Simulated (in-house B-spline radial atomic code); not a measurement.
Cl²⁺. Computed with a B-spline radial atomic code. Model: non-relativistic spherical atom: semilocal Troullier-Martins pseudo-atom, one channel per l, against all electrons, high spin, G0W0 and RPA with empty states to l = 8, local potential for every l without a channel, a model core (radius 0 = none) keeps its share of the functional.

What the tables leave out is listed at the end.

The pseudopotential gives back the lowest level of each angular momentum of its own functional in the configuration it was made in; a second state of the same l is only approximately right. Exact exchange, RPA and GW see the smooth pseudo-orbitals and miss the exchange with the core, for which the functional's share stands in. The column with an uncorrelated core keeps all orbitals and exact exchange, and so separates missing core correlation from pseudisation. Only the three outermost levels and the lowest empty one were computed. RPA here is direct RPA, with no exchange kernel, and its energies carry an (l + 1/2)⁻⁴ tail. A hybrid on a potential with a model core restores only its own semilocal share of the core's exchange.

Command:
```bash
python run_psgw.py task.json out
```
Settings (lengths in bohr, energies in hartree):
```
Z                      17
electrons              15
configuration          [Ne] 3s2 3p3
generated_in           [Ne] 3s2 3p5
functional             pbe,pbe
core_shells            3
radius_factor          1.15
core_correction        True
```

Run time, properties included: 11 s on 1 thread of Intel(R) Xeon(R) Platinum 8488C (Sapphire Rapids) (shared host).

Given: made with PBE; model core radius 0.795 bohr; local radius 1.499 bohr; mean-field start PBE.

Valence shells of the generating configuration: 3s, 3p.

Channel: s 1.476, p 1.632 (radii in bohr).

Computed: largest level miss in the spin-unpolarised generating configuration 0.001 eV; valence RPA correlation energy all-electron orbitals -0.23419 hartree; valence RPA correlation energy pseudo -0.23128 hartree; all-electron RPA polarisability, core included 5.1262 bohr³.

```csv
level,occupied,mean-field all-electron (eV),mean-field pseudo minus all (eV),G0W0 all-electron (eV),G0W0 uncorrelated core minus all (eV),G0W0 pseudo minus all (eV),exchange self-energy all-electron (eV),exchange self-energy pseudo (eV)
3p up,1,-33.095,0.037,-39.506,0.144,-0.028,-25.097,-22.363
3s down,1,-42.11,0.026,-48.574,0.251,0.206,-20.726,-16.793
3p down (empty),0,-29.184,0.029,-24.324,0.158,-0.014,-6.3266,-3.6608
```

(1) What is the pseudo-atom RPA polarisability?

Given: mean-field start PBE0.

Computed: valence RPA correlation energy all-electron orbitals -0.21368 hartree; valence RPA correlation energy pseudo -0.21262 hartree; all-electron RPA polarisability, core included 4.6487 bohr³.

```csv
level,occupied,mean-field all-electron (eV),mean-field pseudo minus all (eV),G0W0 all-electron (eV),G0W0 uncorrelated core minus all (eV),G0W0 pseudo minus all (eV),exchange self-energy all-electron (eV),exchange self-energy pseudo (eV)
3p up,1,-34.954,0.066,-39.708,0.141,0.021,-25.041,-22.327
3s down,1,-43.648,0.266,-48.571,0.252,0.446,-20.578,-16.672
3p down (empty),0,-27.594,0.044,-24.138,0.152,0.059,-6.0889,-3.5968
```

(2) What is the pseudo-atom RPA polarisability?

Results:

(1) 5.0361 bohr³.

(2) 4.6154 bohr³.

Among the listed levels the largest G0W0 shift of the pseudo-atom is +0.45 eV, for 3s down on the PBE0 start, while leaving the core uncorrelated moves that level by +0.25 eV. The rest, +0.19 eV, comes from pseudisation and the lost core exchange. Not in the tables (levels of low weight, unsolved or above zero; the highest and the empty levels are kept at any weight): on PBE the G0W0 levels 3s up (pseudo minus all -1.46 eV, weights 0.38 and 0.36); on PBE0 the G0W0 levels 3s up (pseudo minus all +0.35 eV, weights 0.37 and 0.39); no Hartree-Fock pseudo-atom is run with a model core.
